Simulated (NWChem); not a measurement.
System meant: C2H4ClGa; SMILES C=[CH][GaH][Cl]

Here is an NWChem input.

```
start job
memory heap 200 mb stack 900 mb global 1100 mb
geometry units angstroms noautoz
  Ga    -0.743508    -0.017747     0.000033
  H     -2.202512     0.530951    -0.000160
  Cl     0.815330     1.488926    -0.001863
  C     -0.063369    -1.835312     0.001313
  C      1.254690    -2.078387    -0.000493
  H     -0.755068    -2.687408     0.003260
  H      1.661493    -3.097416    -0.000105
  H      1.987436    -1.262680    -0.002400
end
basis spherical
  Ga library def2-svp
  H library def2-svp
  Cl library def2-svp
  C library def2-svp
end
dft
  odft
  mult 2
  xc pbe0
  iterations 150
  mulliken
end
task dft energy
```

End of the output:

```
 Summary of "ao basis" -> "" (spherical)
 ------------------------------------------------------------------------------
       Tag                 Description            Shells   Functions and Types
 ---------------- ------------------------------  ------  ---------------------
 Ga                         def2-svp                12       32   5s4p3d
 H                          def2-svp                 3        5   2s1p
 Cl                         def2-svp                 8       18   4s3p1d
 C                          def2-svp                 6       14   3s2p1d

                                 NWChem DFT Module
                                 -----------------

 Summary of "ao basis" -> "ao basis" (spherical)
 ------------------------------------------------------------------------------
       Tag                 Description            Shells   Functions and Types
 ---------------- ------------------------------  ------  ---------------------
 Ga                         def2-svp                12       32   5s4p3d
 H                          def2-svp                 3        5   2s1p
 Cl                         def2-svp                 8       18   4s3p1d
 C                          def2-svp                 6       14   3s2p1d

      Symmetry analysis of basis
      --------------------------

        a'         71
        a"         27

  number of electrons :                   64
  multiplicity        :                    2
 ------------------------------------------------------------------------
  no. of electrons and multiplicity not compatible                  64
 ------------------------------------------------------------------------
 ------------------------------------------------------------------------
  current input line :
    26: task dft energy
 ------------------------------------------------------------------------
 ------------------------------------------------------------------------
 There is an error in the input file
 ------------------------------------------------------------------------
 For more information see the NWChem manual at https://nwchemgit.github.io

0: no. of electrons and multiplicity not compatible:Received an Error in Communication
```

**Question.** What is wrong, and how is it mended?

**Answer.** The program refused the input. Cause: the multiplicity doesn't fit the number of electrons (an even count wants an odd multiplicity, and the reverse). This input runs:
```
start job
memory heap 200 mb stack 900 mb global 1100 mb
geometry units angstroms noautoz
  Ga    -0.743508    -0.017747     0.000033
  H     -2.202512     0.530951    -0.000160
  Cl     0.815330     1.488926    -0.001863
  C     -0.063369    -1.835312     0.001313
  C      1.254690    -2.078387    -0.000493
  H     -0.755068    -2.687408     0.003260
  H      1.661493    -3.097416    -0.000105
  H      1.987436    -1.262680    -0.002400
end
basis spherical
  Ga library def2-svp
  H library def2-svp
  Cl library def2-svp
  C library def2-svp
end
dft
  xc pbe0
  iterations 150
  mulliken
end
task dft energy
```
It converges to -2462.74560 Ha (PBE0/def2-SVP).
